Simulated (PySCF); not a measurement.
Compound: C3H5BOS.
Bonds: C1–C2 (triple), C2–B3, B3–O4, B3–S5, S5–C6. Hydrogens: H7 on C1; H8 on O4; H9, H10, H11 on C6.

Method: PBE0-D3(BJ)/def2-SVP geometry optimisation, gas phase (PySCF).

(1) What internal coordinates does the optimisation give?

Answers

(1) 
| bond | length (Å) | order |
| --- | --- | --- |
| C1≡C2 | 1.216 | triple |
| C2–B3 | 1.532 | single |
| B3–O4 | 1.355 | single |
| B3–S5 | 1.813 | single |
| S5–C6 | 1.815 | single |
| C1–H7 | 1.075 | single |
| O4–H8 | 0.962 | single |
| C6–H9, C6–H10, C6–H11 | 1.100 | single |

Bonds in one row agree within 0.01 Å and their mean is given. Orders are formal, as drawn. A selection of angles:
| angle | degrees |
| --- | --- |
| C2–C1–H7 | 179.4 |
| C1–C2–B3 | 177.6 |
| C2–B3–O4 | 119.9 |
| C2–B3–S5 | 115.8 |
| O4–B3–S5 | 124.3 |
| B3–O4–H8 | 113.8 |
| B3–S5–C6 | 102.6 |
| S5–C6–H9 | 111.7 |
| S5–C6–H10 | 107.1 |
| H9–C6–H10 | 107.9 |
| H9–C6–H11 | 110.3 |

Torsions: C2–B3–S5–C6 180° (antiperiplanar); H8–O4–B3–C2 179° (antiperiplanar).

The 6 heavy atoms lie in one plane (0.003 Å rms). O4 (boron-bound oxygen) is bent (angle 113.8°). Of the pairs four or more bonds apart, C6···H8 is among the closest relative to their van der Waals radii: 2.47 Å, 85 % of the sum of Bondi's values. B3 (three-coordinate boron) is planar (angles 124.3°, 119.9° and 115.8°, sum 360.0°, 0.00 Å off the plane of its three neighbours).

Stationary, but not proved a minimum. The numbers are those of one conformer (C2–B3–O4–H 179°, C2–B3–S5–C6 180°).
